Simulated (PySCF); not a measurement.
Coordinates in bohr (charge 0 multiplicity 1):
```
Lu    0.2670    0.0000   -0.4817
S    -3.4119    0.0000    1.7231
F     3.2679    0.0000    1.5785
```

Level of theory: PBE0 in PySCF with Lu def2-SVP with ECP28, S def2-SVP, F def2-SVP; scalar-relativistic core potentials, no spin–orbit coupling; density-fitted integrals.

This geometry of LuSF is a stationary point at this level.

Problem. What is the point group?

Solution. Cs.

Problem. Is it a minimum?

Solution. Yes: all harmonic wavenumbers are real.

Problem. What are the dipole moment and the gap between the highest occupied and lowest empty levels?

Solution. 7.66 D and 2.96 eV.

Problem. Give the atomic charges and bond orders.

Solution. 
```tsv
atom	Mulliken	Löwdin	polar tensor	Mayer order to Lu1
Lu1	0.84	0.26	1.43	–
S2	-0.40	-0.07	-0.75	2.32
F3	-0.44	-0.19	-0.68	0.99
```

This need not be the most stable arrangement of these atoms.
